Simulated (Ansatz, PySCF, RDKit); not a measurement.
CH2O (SMILES C=O) and H4OSi (SMILES O[SiH3]) are pulled apart as rigid monomers along the line of their centres of mass, from the B3LYP-D3(BJ)/def2-TZVP minimum. Starting geometry (charge 0, multiplicity 1):
```xyz
10

C      0.2694    -0.4880     0.0356
O     -0.7562    -0.4380     0.6653
H      0.2810    -0.8315    -1.0129
H      1.2353    -0.1931     0.4797
O      0.2680     0.5349     3.0829
Si     0.0618    -0.0999     4.5854
H     -0.2951     0.2201     2.3563
H     -1.2928     0.1737     5.1287
H      1.0752     0.5370     5.4530
H      0.2639    -1.5723     4.5977
```

Interaction energies with rigid monomers; basis-set methods are counterpoise corrected unless marked otherwise.

Cores are frozen in the correlated methods. Rows in 6-31G* carry no dispersion term and start afresh at each structure (6-31G* with six Cartesian d functions). MP2/6-31G* freezes PySCF's default core.

Codes used: Ansatz (a first-principles code); PySCF for 6-31G* rows, the dispersion terms; RDKit for the force fields. Each number belongs to the level named beside it.

```tsv
O2···H7 (Å)	UFF (kJ/mol)	r2SCAN-D4/def2-TZVPPD (kJ/mol)	PBE0-D3(BJ)/def2-TZVPPD (kJ/mol)	MP2/6-31G* (no counterpoise) (kJ/mol)	CCSD/aug-cc-pV(D+d)Z (kJ/mol)
1.69	418.0	-25.7	-25.6	-28.9	-16.2
1.87	119.0	-28.0	-27.9	(withheld)	-21.9
2.14	18.5	-24.2	-24.3	-30.3	-21.2
2.60	-1.2	-15.3	-15.8	-19.9	(withheld)
3.34	-1.3	-7.0	-7.5	-8.1	-6.9
```

### Question
Some entries are withheld; supply them.

### Answer

- 1.87, MP2/6-31G* (no counterpoise) (kJ/mol): -33.4
- 2.60, CCSD/aug-cc-pV(D+d)Z (kJ/mol): -14.5
